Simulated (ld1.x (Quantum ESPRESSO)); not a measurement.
# I, TM: configuration errors across variants

```
Element                 : I (Z = 53)
Generator               : ld1.x (Quantum ESPRESSO) 7.5
Type                    : norm-conserving Troullier–Martins (Kleinman–Bylander form)
Functional              : PBE
Relativity              : scalar-relativistic
Frozen core             : [Kr]
Valence charge          : 17
Reference configuration : 4d10 5s2 5p5
Partial waves           : 5s (bound): rc 1.55 bohr; 5p (bound): rc 1.50 bohr; 4d (bound): rc 1.35 bohr
Local potential         : the d channel
Core correction         : Bessel-smoothed model core, default radius (core density twice the valence density)
```

All-electron excitation energies from the reference (eV): (1) 4d10 5s2 5p4 11.131; (2) 4d10 5s2 5p3 30.977; (3) 4d10 5s2 5p2 60.305; (4) 4d9 5s2 5p6 45.862; (5) 4d10 5s1 5p5 22.111; (6) 4d10 5s1 5p6 10.414; (7) 4d10 5s2 5p1 99.731.

1 further variants failed, have other tests or too few solved ones, and are left out.

A true bound ghost makes a file unfit for plane-wave use even where its test errors are small: the radial tests pick states by their node count and pass the ghost by.

Errors AE − PS in meV (a dash: test not solved or not reliable):

```tsv
change	(1)	(2)	(3)	(4)	(5)	(6)	(7)	bound ghosts
base	-4.8	-15	-25	-445	-12	-3.8	-20	s, p
wave 5p (bound): rc 1.50 bohr becomes 5p (bound): rc 1.34 bohr	-10	-42	-89	-515	-23	-13	-125	s, p
wave 5p (bound): rc 1.50 bohr becomes 5p (bound): rc 1.54 bohr	-3.9	-11	-16	-430	-9.2	-3.1	-8.3	s, p
wave 5p (bound): rc 1.50 bohr becomes 5p (bound): rc 1.74 bohr	-2.0	-2.3	+1.8	-425	-3.5	-3.3	+13	s, p
wave 5p (bound): rc 1.50 bohr becomes 5p (bound): rc 1.86 bohr	-1.8	-1.3	+4.3	-439	-3.5	-4.4	+18	s, p
wave 5p (bound): rc 1.50 bohr becomes 5p (bound): rc 2.02 bohr	-1.8	-1.1	+5.2	-446	-3.9	-5.0	+20	s, p
wave 5p (bound): rc 1.50 bohr becomes 5p (bound): rc 2.24 bohr	-1.9	-1.8	+2.3	-434	-2.7	-3.7	+12	s, p
```

Problem. Give the same row for: wave 5p (bound): rc 1.50 bohr becomes 5p (bound): rc 1.22 bohr.

Solution. -17, -80, -199, -443, -30, -44, -361; bound ghosts: p, s.
